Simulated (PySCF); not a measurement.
Ge(F)3(SiMe3), SMILES C[Si](C)(C)[Ge]([F])([F])[F] (C₃H₉F₃GeSi) at its GFN2-xTB optimised geometry (Å):

```
17

C     -2.0394    -0.9684    -0.7687
Si    -0.4055    -0.5686    -1.6494
C      0.7487    -2.0552    -1.9001
C     -0.5720     0.5735    -3.1570
Ge     0.8091     0.8303     0.0000
F      2.6040     0.8303     0.0000
F      0.5572     0.5401     1.7533
F      0.5572     2.6075     0.0000
H     -1.8530    -1.4513     0.1880
H     -2.6689    -1.6286    -1.3583
H     -2.6040    -0.0604    -0.5694
H      0.8759    -2.6075    -0.9717
H      1.7352    -1.7271    -2.2203
H      0.3678    -2.7450    -2.6477
H     -1.1373     0.1087    -3.9596
H     -1.0764     1.4984    -2.8855
H      0.4062     0.8406    -3.5503
```

Level of theory: CAM-B3LYP/def2-SVP run with PySCF. Cells within 0.4 Å of a nucleus heavier than hydrogen are left out (blank, or x).

Map of the HOMO amplitude (bohr^(-3/2)) on the plane z = 0.0 Å; orbital energy -10.13 eV, overall sign arbitrary:

```
|444444444444444444444444444|
|444444444444444444444444444|
|444444444444444444444444444|
|444444444444455555444444444|
|444444444444456655444444444|
|444444444444458975544444444|
|44444444444443xx65544444444|
|44444444444431xx44455444444|
|444444444444431234455554444|
|444444444455554444456655444|
|444444444455676x4423x965444|
|444444444456784xx41xx965444|
|444444444456798565202555444|
|444444444456789875433444444|
|444444444445678765444444444|
|444444443345566655444444444|
|444445543344555555444444444|
|444455544344455544444444444|
|444445544444444444444444444|
|444444444444444444444444444|
|444444444444444444444444444|
|444444444444444444444444444|
|444444444444444444444444444|
|444444444444444444444444444|
|444444444444444444444444444|
|444444444444444444444444444|
|444444444444444444444444444|
```
Scale: ten equal steps from -0.109 (start of '0') to 0.123 (end of '9'), in the order '0123456789'; x runs from -5.00 to 5.00, y from -5.00 (bottom) to 5.00 (top).
